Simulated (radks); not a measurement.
Values are calculated unless marked as measured or tabulated.
The silicon ion Si8+ is in [He] 2s2 2p2. Level of theory: scalar-relativistic Kohn-Sham, PBE, spin-polarised, spherical densities, finite nucleus; Fermi nuclear charge, rms radius of each element as measured or else 0.836 A^(1/3) + 0.57 fm (a radial shooting solver on a logarithmic mesh with Libxc functionals). Open shells are filled with parallel spins first. One electron is removed from 2p, 1s, 2s in turn, with full relaxation. Which removal costs least, and what does each cost?

Answer. 2p 352.36 eV; 2s 370.98 eV; 1s 2144.7 eV. The 2p electron leaves first.
